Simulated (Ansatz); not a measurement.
A structure relaxed at r2SCAN-D4/def2-TZVP in Ansatz, charge 0, doublet:

```xyz
4

Ga   -0.254   -0.375    0.181
O    -1.115   -1.643    0.798
O     1.243    0.795   -0.150
O     0.127    1.223   -0.830
```

Question: Give its formula and point group.

Answer: GaO3 (the lowest doublet isomer of a short search). Point group C2v (tolerance 0.1 Å).

Question: Summarise the bond lengths by kind (pairs closer than 1.2 times the sum of covalent radii, bridged metal pairs left out).

Answer: 3 × Ga–O 1.65 to 1.93 Å; 1 × O–O 1.37 Å.

The structure holds one bond between oxygen atoms, so isomers without such links may lie far lower. The relaxation made no stability test and no search for a lower SCF solution. The structure comes from a short search, and lower isomers may exist.
